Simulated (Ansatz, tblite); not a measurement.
Forces on PdCl2 at its r2SCAN-D4/def2-TZVP geometry. The state is a singlet with charge 0.

In the def2 sets Pd takes a core potential; there is no spin–orbit coupling. The xTB rows come from tblite. The restricted singlet is unstable towards broken spin symmetry in Hartree–Fock (as tested in another run); at PBE-D4/def2-TZVP this wasn't settled. In the singlet, Cl2 and Cl3 lie 2.20 Å apart (atoms count from 1), so these atoms are partly bonded to each other. No other spin state of charge 0 was run. Another isomer (triplet) lies 1.81 eV lower at PBE0-D4/def2-TZVP; other spin states weren't run for this one.

GFN1-xTB (tblite), largest force 1.20 eV/Å:

```xyz
3
positions Å, forces eV/Å
Pd   -1.358   -1.045    1.125   -0.474   -0.390    0.457
Cl    1.663    1.001   -0.669   -0.505   -0.192   -0.082
Cl   -0.305    0.044   -0.456    0.979    0.582   -0.374
```

GFN2-xTB (tblite), largest force 0.83 eV/Å:

```
Pd 0.198 0.102 -0.036
Cl -0.694 -0.392 0.215
Cl 0.497 0.291 -0.179
```

PBE-D4/def2-TZVP (Ansatz), largest force 0.18 eV/Å:

```
Pd -0.054 -0.076 0.133
Cl 0.020 -0.001 0.026
Cl 0.034 0.077 -0.159
```
